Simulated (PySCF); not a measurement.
# Assigning NMR signals

Geometry:
| atom | x (Å) | y (Å) | z (Å) |
| --- | --- | --- | --- |
| C1 | -0.971 | 2.014 | 0.132 |
| C2 | -0.830 | 0.556 | 0.267 |
| C3 | -1.359 | -0.622 | 0.037 |
| C4 | -2.474 | -1.383 | -0.549 |
| P5 | 0.241 | -0.782 | 0.940 |
| C6 | 1.449 | -1.053 | -0.474 |
| Si7 | 2.841 | 0.243 | -0.508 |
| H8 | -0.951 | 2.484 | 1.115 |
| H9 | -0.141 | 2.419 | -0.448 |
| H10 | -1.909 | 2.261 | -0.365 |
| H11 | -2.960 | -1.985 | 0.219 |
| H12 | -2.105 | -2.060 | -1.319 |
| H13 | -3.206 | -0.706 | -0.990 |
| H14 | 1.880 | -2.046 | -0.328 |
| H15 | 0.899 | -1.064 | -1.417 |
| H16 | 3.429 | 0.379 | 0.824 |
| H17 | 3.861 | -0.185 | -1.470 |
| H18 | 2.297 | 1.535 | -0.941 |

PySCF 2.14.0 with density-fitted response routines calculation with shieldings: GIAO PBE0/pcSseg-1 and coordinates at the GFN2-xTB level; relativity neglected, rapidly exchanging positions averaged, a single conformation, no solvent model.

References, each an isolated molecule treated in the same way: ¹³C, ¹H vs TMS.

Q: Assign these signals to the numbered atoms. ¹³C{¹H} NMR (computed): δ 134.0 (C), 17.8 (CH2), 15.0 (CH3).

A: 
| δ (ppm) | atoms | environment | reason |
| --- | --- | --- | --- |
| 134.0 | C2/C3 | fully substituted alkene carbon | an sp2 carbon of a C=C bond |
| 17.8 | C6 | sp3 CH2 bonded to P and Si | – |
| 15.0 | C1/C4 | allylic methyl carbon | a saturated carbon with 1 carbon neighbour and no heteroatom attached |

Q: Assign these signals to the numbered atoms. ¹H NMR (400 MHz, computed): δ 3.87 (m, 3H), 2.51 (m, 6H), 0.15 (m, 2H).

A: 
```tsv
δ (ppm)	atoms	environment	reason
3.87	H16/H17/H18	hydrogen on a silicon bonded to C	–
2.51	H8/H9/H10/H11/H12/H13	hydrogen on an allylic methyl carbon	allylic position
0.15	H14/H15	hydrogen on an sp3 CH2 bonded to P and Si	an electropositive neighbour shields it, as in TMS itself
```

Splittings by ³¹P in the carbon and heteronuclear signals aren't shown, as no couplings were computed. Shifts are as computed. Against solution values, carbons near 30 ppm lie about +3 ppm off and those near 130 ppm about +5 ppm. Of 1211 compounds with measured shifts, 218 miss one by over three times the rms of a fit or turn the order of signals round; such compounds aren't used in these exercises. Multiplicities follow the n + 1 count of equivalent neighbours, as no J values were calculated; m marks all less simple cases, F and P coupling included.
